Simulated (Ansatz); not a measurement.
A single point on CH7NSiSn, SMILES `C1[NH][SnH2][SiH2]1`.

```yaml
crystal:
  periodic: [false, false, false]
  atoms:
    - {symbol: C, position_ang: [-0.664274, 1.044008, -0.087612]}
    - {symbol: N, position_ang: [0.788749, 0.952697, -0.264673]}
    - {symbol: Sn, position_ang: [1.257491, -1.047737, -0.245295]}
    - {symbol: Si, position_ang: [-1.061751, -0.635930, 0.728186]}
    - {symbol: H, position_ang: [-0.950126, 1.899498, 0.537989]}
    - {symbol: H, position_ang: [-1.234470, 1.126679, -1.025630]}
    - {symbol: H, position_ang: [1.177561, 1.640515, -0.894365]}
    - {symbol: H, position_ang: [1.467980, -1.759776, -1.796726]}
    - {symbol: H, position_ang: [2.685972, -1.339578, 0.649390]}
    - {symbol: H, position_ang: [-1.138317, -0.596280, 2.212931]}
    - {symbol: H, position_ang: [-2.263413, -1.341197, 0.206406]}
basis:
  gaussian: {orbitals: def2-QZVPP}
correlation: {method: mp2}
```

```sh
$ ansatz run in.yaml --threads 4 --pin off --events-out ev --progress --plain --max-ram 10444MiB
```

It prints (some lines left out):

```
Functional definition: HF
2848 factors; integrals over basis functions are off by at most 1.1e-3 eV
mean field evaluation 1: about -16286.5030 eV, gradient 4.2e1 eV
mean field evaluation 2: about -16286.6211 eV, gradient 4.2e1 eV
mean field evaluation 4: about -16291.1580 eV, gradient 4.6e0 eV
mean field evaluation 8: about -16291.2439 eV, gradient 2.8e-1 eV
mean field -16291.24442393 eV, -598.6921899775 hartree, gradient 7.8e-6 eV, S^2 0.000000; 0 other end points of the search recorded, 0 dependent functions left out
11 core orbitals not correlated: weight in the atoms' cores, before any rotation towards them, 1.000 or more for the frozen orbitals, at most 0.000 for the correlated occupied ones
reference -16291.24442393 eV, -598.6921899775 hartree; 17, 17 occupied and 448, 448 virtual orbitals, 2848 factors
second order -29.58592509 eV of doubles, -0.00000000 eV of singles
Total energy: -16320.83034902 eV, -599.7794526703 hartree
```

It took 27 s on 4 threads of an Arm Neoverse V1 on a shared host, with 3 GiB of host memory at the peak.
